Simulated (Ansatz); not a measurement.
This geometry of AlClFHTe (5 atoms, charge 0, multiplicity 1) is a first-order saddle point.

Level of theory: RKS PBE0/def2-SVP (Ansatz 0.2.0).

```xyz
5
Properties=species:S:1:pos:R:3
F 0.456 -0.044 2.038
Al 0.193 -0.466 0.456
Cl 1.448 -1.960 -0.291
Te -1.622 0.665 -0.896
H -0.475 1.805 -1.306
```

(1) Which two structures does it join? (They come from a converged band through this point; their orientation in space is the band's.)

(2) How far does it lie above each of them?

## Answers

(1) No bond is made or broken. The dihedral Cl3–Al2–Te4–H5 goes from 0 to -180°.

Image 0:

```xyz
5
Properties=species:S:1:pos:R:3
F 0.041 -0.809 2.166
Al 0.235 -0.352 0.583
Cl 1.939 -1.010 -0.431
Te -1.535 1.083 -0.444
H -0.681 1.088 -1.874
```

Image 6:

```xyz
5
Properties=species:S:1:pos:R:3
F -0.033 -0.615 1.756
Al 0.506 -0.379 0.204
Cl 2.312 -1.261 -0.361
Te -0.826 1.002 -1.397
H -1.959 1.252 -0.202
```

(2) 5.0 kcal/mol above the first and 5.0 kcal/mol above the second. This is the barrier of this one path; another mechanism may lie lower.

Time of the run: 94 s on 1 CPU thread of a shared host.
